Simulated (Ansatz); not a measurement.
One change: `FC1CO1` becomes `[F][Zn][CH]1CO1`.

Ansatz, PBE0-D4/def2-TZVP geometries, multiplicity 1. Each molecule was computed in one conformer, which needn't be the lowest.

Scalar relativity is left out up to krypton.

```tsv
property	`FC1CO1`
HOMO–LUMO gap (B3LYP/def2-TZVPP) / eV	9.79
HOMO energy (PBE0/def2-TZVPP) / eV	-8.70
zero-point energy (PBE0-D4/def2-TZVP) / kJ/mol	132.1
size of the dipole moment (B3LYP/def2-TZVPP) / D	2.21
HOMO energy (PBE/def2-TZVPP) / eV	-7.01
HOMO–LUMO gap (PBE/def2-TZVPP) / eV	7.72
```

Give the same properties after the change, and the shifts. (Best estimate.)

The calculation gave: 
| property | `[F][Zn][CH]1CO1` | shift |
| --- | --- | --- |
| HOMO–LUMO gap (B3LYP/def2-TZVPP) / eV | 6.45 | -3.34 |
| HOMO energy (PBE0/def2-TZVPP) / eV | -7.72 | 0.98 |
| zero-point energy (PBE0-D4/def2-TZVP) / kJ/mol | 129.5 | -2.6 |
| size of the dipole moment (B3LYP/def2-TZVPP) / D | 2.90 | 0.69 |
| HOMO energy (PBE/def2-TZVPP) / eV | -6.27 | 0.74 |
| HOMO–LUMO gap (PBE/def2-TZVPP) / eV | 4.69 | -3.03 |

With PBE0 the HOMO rises by 0.98 eV and the LUMO falls by 2.44 eV, so the gap narrows by about 3.42 eV. PBE moves the HOMO by 0.74 eV and ωB97M-V by 1.08 eV. The zero-point energy changes by -2.6 kJ/mol with +3 modes. Dipoles are sizes alone; their direction can turn.

B3LYP here is the variant with VWN-RPA as its local correlation; programs differ in this.
